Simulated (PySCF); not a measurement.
Compound: resorcinol, C6H6O2.
SMILES: `Oc1cccc(O)c1`

Torsions of this conformer, `[OH:1][c:2]1[cH:3][cH:4][cH:5][c:6]([OH:7])[cH:8]1`: H–O1–C2–C3 0°, H–O7–C6–C5 0°.

The closed-shell ground state was solved at several levels (PySCF, density fitting, gas phase, non-relativistic). One conformer (not necessarily the lowest) at the PBE0-D3(BJ)/def2-SVP geometry, without solvent, vibrations or thermal averaging.

```json
{"level": "PBE0/6-31G*", "basis functions": "124", "HOMO (eV)": "-6.05", "LUMO (eV)": "0.37", "gap (eV)": "6.42", "dipole (D)": "2.26"}
{"level": "PBE0/def2-SVPD", "basis functions": "214", "HOMO (eV)": "-6.43", "LUMO (eV)": "-0.18", "gap (eV)": "6.25", "dipole (D)": "2.21"}
{"level": "LDA/def2-SVPD", "basis functions": "214", "HOMO (eV)": "-5.57", "LUMO (eV)": "-1.29", "gap (eV)": "4.28", "dipole (D)": "2.12"}
{"level": "HF/def2-SVPD", "basis functions": "214", "HOMO (eV)": "-8.59", "LUMO (eV)": "2.50", "gap (eV)": "11.09", "dipole (D)": "2.57"}
{"level": "wB97X-D/def2-SVPD", "basis functions": "214", "HOMO (eV)": "-8.19", "LUMO (eV)": "1.55", "gap (eV)": "9.74", "dipole (D)": "2.28"}
{"level": "PBE0/pcSseg-1", "basis functions": "166", "HOMO (eV)": "-6.39", "LUMO (eV)": "-0.09", "gap (eV)": "6.30", "dipole (D)": "2.27"}
{"level": "BHandHLYP/def2-SVPD", "basis functions": "214", "HOMO (eV)": "-7.34", "LUMO (eV)": "0.80", "gap (eV)": "8.14", "dipole (D)": "2.40"}
{"level": "PBE/def2-SVPD", "basis functions": "214", "HOMO (eV)": "-5.36", "LUMO (eV)": "-1.04", "gap (eV)": "4.32", "dipole (D)": "2.03"}
{"level": "PBE0/def2-TZVP", "basis functions": "284", "HOMO (eV)": "-6.33", "LUMO (eV)": "-0.09", "gap (eV)": "6.24", "dipole (D)": "2.16"}
{"level": "HF/pcSseg-1", "basis functions": "166", "HOMO (eV)": "-8.59", "LUMO (eV)": "3.48", "gap (eV)": "12.07", "dipole (D)": "2.72"}
{"level": "PBE0/6-31+G*", "basis functions": "156", "HOMO (eV)": "-6.37", "LUMO (eV)": "-0.10", "gap (eV)": "6.27", "dipole (D)": "2.46"}
{"level": "CAM-B3LYP/def2-SVPD", "basis functions": "214", "HOMO (eV)": "-7.66", "LUMO (eV)": "0.87", "gap (eV)": "8.53", "dipole (D)": "2.34"}
```

Problem. What might B3LYP/def2-SVPD (214 basis functions) give for the same quantities?

Solution. HOMO -6.23 eV, LUMO -0.38 eV, gap 5.85 eV, dipole 2.22 D.

Problem. Over all these levels, which gives the widest orbital gap and which the narrowest?

Solution. HF/pcSseg-1 (Hartree–Fock, all exact exchange) has the widest, 12.07 eV, and LDA/def2-SVPD (LDA) the narrowest, 4.28 eV. Functional and basis both differ between the two, so the spread mixes both effects. The HOMO need not be the same orbital at Hartree–Fock and at DFT levels.

Problem. How much does the basis alone move the frontier levels among the 5 PBE0 rows?

Solution. The HOMO by 0.38 eV and the LUMO by 0.55 eV. By rising basis size (HOMO, LUMO in eV): 6-31G* -6.05, 0.37; 6-31+G* -6.37, -0.10; pcSseg-1 -6.39, -0.09; def2-SVPD -6.43, -0.18; def2-TZVP -6.33, -0.09.

Problem. In the def2-SVPD basis, how does the gap go with the fixed share of exact exchange?

Solution. LDA (0 %) 4.28 eV; PBE (0 %) 4.32 eV; B3LYP (20 %) 5.85 eV; PBE0 (25 %) 6.25 eV; BHandHLYP (50 %) 8.14 eV; HF (100 %) 11.09 eV. Each rise in the share widens the gap here.

Problem. How far do the dipole and the HOMO energy spread over the levels?

Solution. The dipole runs from 2.03 to 2.72 D (mean 2.31 D) and the HOMO from -8.59 to -5.36 eV.
